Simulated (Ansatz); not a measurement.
`[CH3][SnH2][SeH]`. Charge 0, multiplicity 1. Sn takes the def2 core potential. All single points use the PBE0-D4/def2-TZVP geometry. It is one conformer, not always the lowest.

```xyz
9

C    -1.080    0.767    0.426
Sn    0.129   -0.623   -0.655
Se    2.582   -0.083   -0.278
H    -0.847    1.779    0.098
H    -0.873    0.679    1.492
H    -2.137    0.562    0.248
H    -0.175   -2.227   -0.146
H    -0.082   -0.478   -2.343
H     2.482   -0.375    1.158
```

**Question.** What is the dipole moment at r2SCAN/def2-TZVPP? (Estimate.)

**Answer.** Computed: 2.01 D, with components (-1.88, 0.15, 0.69) D in this frame, pointing from negative to positive charge.

**Question.** And with PBE, B3LYP, ωB97M-V? (Best estimate.)

**Answer.** Ansatz gave: PBE 1.90 D, B3LYP 1.94 D, ωB97M-V 1.98 D.

**Question.** Give the Mulliken charges with r2SCAN, B3LYP, ωB97M-V in def2-TZVPP. (Estimate.)

**Answer.** Computed: 
```tsv
atom	r2SCAN	B3LYP	ωB97M-V
C1	-0.46	-0.56	-0.60
Sn2	0.68	0.72	0.58
Se3	-0.34	-0.32	-0.31
H4	0.11	0.13	0.15
H5	0.10	0.12	0.14
H6	0.10	0.12	0.14
H7	-0.12	-0.13	-0.09
H8	-0.12	-0.13	-0.09
H9	0.07	0.05	0.07
```

B3LYP here is the variant with VWN-RPA as its local correlation; programs differ in this.
